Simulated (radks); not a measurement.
Si0.75+, 13.25 electrons, occupied as [Ne] 3s2 3p(up 1, down 0.25) (fractional occupations, a model configuration). All-electron calculation, scalar-relativistic Kohn-Sham, LDA (Slater exchange, Perdew-Wang correlation), spin-polarised, spherical densities, point nucleus. Program: a radial shooting solver on a logarithmic mesh with Libxc functionals. Some entries of the table are withheld. Estimate them.

orbital  occ.  eigenvalue (eV)  <r> (bohr)
1s up       1        -1785.479      0.1116
1s down     1        -1785.403      0.1116
2s up       1        -145.6488      0.5705
2s down     1        -145.5574      0.5704
2p up       3        -102.5366      0.5385
2p down     3        -102.4215      0.5383
3s up       1              (1)         (2)
3s down     1              (3)         (4)
3p up       1          -9.9792         (5)
3p down  0.25          -9.3671         (6)

Answer. 
(1) 3s up eigenvalue (eV): -17.1942
(2) 3s up <r> (bohr): 2.077
(3) 3s down eigenvalue (eV): -16.5334
(4) 3s down <r> (bohr): 2.083
(5) 3p up <r> (bohr): 2.507
(6) 3p down <r> (bohr): 2.539
